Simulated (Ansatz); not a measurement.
Cost and result for the atomization energy of Cl2H5NO2Si2 (`O[Si@@H](Cl)N[Si@@H](O)Cl`) (12 atoms, 11 bonds).

```csv
atom,x (Å),y (Å),z (Å)
O1,1.889,1.127,0.408
Si2,0.521,1.645,-0.308
Cl3,0.808,2.261,-2.247
N4,-0.611,0.357,-0.350
Si5,-0.546,-1.089,0.547
O6,-1.939,-1.873,0.227
Cl7,1.043,-2.291,-0.029
H8,2.311,0.336,0.063
H9,0.089,2.824,0.457
H10,-1.288,0.360,-1.102
H11,-0.314,-0.834,1.979
H12,-1.965,-2.822,0.355
```

Charge 0, multiplicity 1. The structure was optimised at the PBE0-D4/def2-TZVP level. It is one conformer, not always the lowest. Program: Ansatz. All runs use 2 threads of an AMD EPYC 7R13 on a shared host and a share of an NVIDIA H100 80 GB. Times are those of one run each, without the atoms' runs, and a repeat can differ threefold. Electronic energies, without spin–orbit coupling; frozen cores. CCSD(T)/CBS adds CCSD(T) − MP2 in def2-TZVPP to the MP2 limit, and its time is that of the two runs behind it. T1 = 0.011. B3LYP takes the VWN-RPA correlation (the form of Gaussian; ORCA's B3LYP/G).

CCSD(T)/CBS is a level of theory with its own doubt, some kJ/mol a heavy atom from the limit and from the frozen cores, so smaller differences don't rank the functionals.

```json
{"level": "PBE-D4/def2-TZVPP (with forces)", "functions": "331", "wall time": "4.6 s"}
{"level": "r2SCAN-D4/def2-TZVPP (with forces)", "functions": "331", "wall time": "4.8 s"}
{"level": "PBE0-D4/def2-TZVPP", "functions": "331", "wall time": "5 s"}
{"level": "B2PLYP/def2-TZVPP", "functions": "331", "wall time": "6.5 s"}
{"level": "ωB97M-V/def2-TZVPP (with forces)", "functions": "331", "wall time": "7 s"}
{"level": "B3LYP-D4/def2-TZVPP (with forces)", "functions": "331", "wall time": "7.5 s"}
{"level": "MP2/def2-QZVPP", "functions": "601", "wall time": "7.5 s"}
{"level": "ωB97X-V/def2-TZVPP", "functions": "331", "wall time": "8.5 s"}
{"level": "CCSD(T)/def2-TZVPP", "functions": "331", "wall time": "11 s"}
{"level": "CCSD(T)/CBS(def2)", "functions": "–", "wall time": "19 s"}
```

(1) What atomization energy does each give, and how far from CCSD(T)/CBS? (An estimate is asked.)

Results:

(1) The calculation gave: 
```
                             level  atomization (kcal/mol)  difference from CCSD(T)/CBS  per bond
   PBE-D4/def2-TZVPP (with forces)                  1078.5                          4.2       0.4
r2SCAN-D4/def2-TZVPP (with forces)                  1070.0                         -4.3      -0.4
                PBE0-D4/def2-TZVPP                  1058.8                        -15.5      -1.4
                 B2PLYP/def2-TZVPP                  1051.9                        -22.4      -2.0
  ωB97M-V/def2-TZVPP (with forces)                  1075.6                          1.3       0.1
 B3LYP-D4/def2-TZVPP (with forces)                  1061.0                        -13.3      -1.2
                    MP2/def2-QZVPP                  1090.4                         16.1       1.5
                ωB97X-V/def2-TZVPP                  1074.6                          0.3       0.0
                CCSD(T)/def2-TZVPP                  1035.8                        -38.5      -3.5
                 CCSD(T)/CBS(def2)                  1074.3                          0.0       0.0
```

From PBE to PBE0 (25 % exact exchange), in def2-TZVPP and without D4, the atomization energy moves by −18.4 kcal/mol: exact exchange takes away binding that semilocal exchange gives to molecules. In def2-TZVPP, CCSD(T) changes the Hartree–Fock value by +276.7 kcal/mol (the triples alone add +18.0 kcal/mol) and MP2 by +308.1 kcal/mol; breaking electron pairs costs correlation energy, which Hartree–Fock lacks. The D4 term adds +15.3 kcal/mol with B3LYP and +8.1 kcal/mol with PBE0; it sums over pairs of atoms, weighted by their polarisabilities, and B3LYP, whose exchange is more repulsive, gets the larger term.
